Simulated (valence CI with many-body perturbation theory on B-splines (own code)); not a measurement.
## Energy levels of S11+

Method: relativistic CI+MBPT: three valence electrons over a frozen Dirac-Fock core [He], a basis of 11 s, 11 p, 10 d, 8 f, 5 g, 2 h functions for each j, with the one-electron correlation potential Σ1 (screened to all orders), the two-electron term Σ2, the three-electron term Σ3, Breit, model QED; selected single and double excitations, second order for the rest, scaled by the run's own slope (own B-spline code, finite nucleus).

No measured spectrum was set against this ion. As an estimate, levels of excited configurations hold to 0.05 to 0.15 % of their energy, terms of the ground configuration to about 0.5 %.

Levels 1 to 45 of 188, with energies above the lowest level, 2s2.2p 2P°_1/2. "Leading %" is the weight of the configuration and term that name the level; weights of strongly mixed levels are sums over their largest components and can fall short. Lifetimes count E1, E2, E3, M1 and M2 decay at the calculated energies, and are blank where another channel may lead or the interval is too uncertain; long ones can be off by a factor of two.

| No. | Configuration | Term | J | E (eV) | Leading % | Lifetime | g |
| --- | --- | --- | --- | --- | --- | --- | --- |
| 1 | 2s2.2p | 2P° | 1/2 | 0.00 | 97 |  | 0.664 |
| 2 | 2s2.2p | 2P° | 3/2 | 1.63 | 97 | 48.8 ms | 1.333 |
| 3 | 2s.2p2 | 4P | 1/2 | 24.02 | 100 | 598 ns | 2.667 |
| 4 | 2s.2p2 | 4P | 3/2 | 24.62 | 100 | 4.45 μs | 1.733 |
| 5 | 2s.2p2 | 4P | 5/2 | 25.45 | 100 | 1.22 μs | 1.599 |
| 6 | 2s.2p2 | 2D | 3/2 | 43.00 | 100 | 351 ps | 0.800 |
| 7 | 2s.2p2 | 2D | 5/2 | 43.04 | 100 | 396 ps | 1.200 |
| 8 | 2s.2p2 | 2S | 1/2 | 54.54 | 91 | 84.5 ps | 1.882 |
| 9 | 2s.2p2 | 2P | 1/2 | 57.66 | 91 | 50.1 ps | 0.785 |
| 10 | 2s.2p2 | 2P | 3/2 | 58.48 | 99 | 47.5 ps | 1.332 |
| 11 | 2p3 | 4S° | 3/2 | 75.64 | 100 | 52.2 ps | 1.999 |
| 12 | 2p3 | 2D° | 3/2 | 85.55 | 98 | 143 ps | 0.806 |
| 13 | 2p3 | 2D° | 5/2 | 85.62 | 100 | 142 ps | 1.199 |
| 14 | 2p3 | 2P° | 1/2 | 96.00 | 97 | 60.9 ps | 0.664 |
| 15 | 2p3 | 2P° | 3/2 | 96.22 | 95 | 61.7 ps | 1.328 |
| 16 | 2s2.3s | 2S | 1/2 | 317.04 | 93 | 3.26 ps | 2.002 |
| 17 | 2s2.3p | 2P° | 1/2 | 329.02 | 90 | 35.9 ps | 0.665 |
| 18 | 2s2.3p | 2P° | 3/2 | 329.46 | 90 | 35.7 ps | 1.334 |
| 19 | 2s2.3d | 2D | 3/2 | 340.61 | 94 | 520 fs | 0.799 |
| 20 | 2s2.3d | 2D | 5/2 | 340.73 | 94 | 525 fs | 1.200 |
| 21 | 2s.2p.3s | 4P° | 1/2 | 341.97 | 98 | 2.76 ps | 2.665 |
| 22 | 2s.2p.3s | 4P° | 3/2 | 342.49 | 98 | 2.74 ps | 1.731 |
| 23 | 2s.2p.3s | 4P° | 5/2 | 343.50 | 98 | 2.70 ps | 1.600 |
| 24 | 2s.2p.3s | 2P° | 1/2 | 347.80 | 95 | 3.65 ps | 0.668 |
| 25 | 2s.2p.3s | 2P° | 3/2 | 348.90 | 94 | 3.41 ps | 1.335 |
| 26 | 2s.2p.3p | 4D | 1/2 | 352.64 | 59 | 3.30 ps | 0.268 |
| 27 | 2s.2p.3p | 4D | 3/2 | 353.11 | 64 | 3.91 ps | 1.250 |
| 28 | 2s.2p.3p | 2P | 1/2 | 353.61 | 56 | 2.13 ps | 0.405 |
| 29 | 2s.2p.3p | 2P | 3/2 | 353.82 | 58 | 2.13 ps | 1.303 |
| 30 | 2s.2p.3p | 4D | 5/2 | 353.95 | 99 | 1.42 ns | 1.372 |
| 31 | 2s.2p.3p | 4D | 7/2 | 354.84 | 99 | 1.73 ns | 1.429 |
| 32 | 2s.2p.3p | 4S | 3/2 | 356.17 | 90 | 31.9 ps | 1.960 |
| 33 | 2s.2p.3p | 4P | 1/2 | 357.44 | 98 | 138 ps | 2.660 |
| 34 | 2s.2p.3p | 4P | 3/2 | 357.98 | 92 | 103 ps | 1.741 |
| 35 | 2s.2p.3p | 4P | 5/2 | 358.40 | 95 | 35.1 ps | 1.586 |
| 36 | 2s.2p.3p | 2D | 3/2 | 359.03 | 96 | 1.16 ps | 0.812 |
| 37 | 2s.2p.3p | 2D | 5/2 | 360.08 | 95 | 1.19 ps | 1.212 |
| 38 | 2s.2p.3d | 4F° | 3/2 | 362.73 | 98 | 28.8 ps | 0.409 |
| 39 | 2s.2p.3d | 4F° | 5/2 | 363.04 | 97 | 16.3 ps | 1.035 |
| 40 | 2s.2p.3p | 2S | 1/2 | 363.28 | 98 | 1.08 ps | 1.996 |
| 41 | 2s.2p.3d | 4F° | 7/2 | 363.51 | 97 | 13.3 ps | 1.242 |
| 42 | 2s.2p.3d | 4F° | 9/2 | 364.22 | 100 | 4.63 ns | 1.333 |
| 43 | 2s.2p.3d | 4D° | 1/2 | 365.88 | 95 | 341 fs | 0.059 |
| 44 | 2s.2p.3d | 4D° | 3/2 | 365.89 | 82 | 373 fs | 1.215 |
| 45 | 2s.2p.3d | 4D° | 5/2 | 365.91 | 56 | 446 fs | 1.386 |

Names give the largest LS component (configuration and term), which can be under half, so a name can repeat, a term be missing and a line seem to break the LS rules; names also repeat where a configuration has a term twice.

The ionisation energy to 2s2 1S_0 of the next ion comes out as 564.37 eV (NIST: 564.41 eV (semi-empirical)). All 188 levels together are meant to be complete up to 482.22 eV.
